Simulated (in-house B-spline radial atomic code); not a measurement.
## Ionising Sn3+ with different functionals

Computed with a B-spline radial code for spherical atoms: non-relativistic Hamiltonian, point nucleus, spin-polarised at highest spin, spherical fractional occupations for the functionals, and exact exchange of hybrids averaged over the configuration. The ionisation energy is the difference of two self-consistent energies, [Kr] 4d10 5s1 → [Kr] 4d10, without Breit or QED terms; ε is the level of the shell that loses the electron (its least bound occupied spin orbital). There is no spin-orbit coupling in this Hamiltonian.

```csv
method,rung,ΔSCF (eV),-ε(5s) (eV)
PBE0,global hybrid,39.47,35.99
B3LYP,global hybrid,39.91,36.06
TPSSh,global hybrid,39.28,35.23
M06-2X,global hybrid,39.23,36.71
BHandHLYP,global hybrid,39.38,36.95
r2SCAN0,global hybrid,39.22,36.18
B97-1,global hybrid,39.24,35.52
HSE06,range-separated hybrid,39.52,35.67
wB97X,range-separated hybrid,38.84,38.07
CAM-B3LYP,range-separated hybrid,39.84,37.59
LC-wPBE,range-separated hybrid,39.31,38.67
```

Problem. Among the functionals, which spreads more, the ΔSCF values or the orbital energies?

Solution. The orbital energies: ΔSCF values span about 1.07 eV and the orbital energies 3.44 eV.

Problem. How do they compare with the NIST value?

Solution. NIST lists 40.74 eV ± 0.04 (measured, ground level to ground level). Errors run from -1.90 to -0.83 eV; B3LYP is closest (-0.83 eV), but part of that can be cancellation, since the calculations leave out relativity, Breit-QED terms.
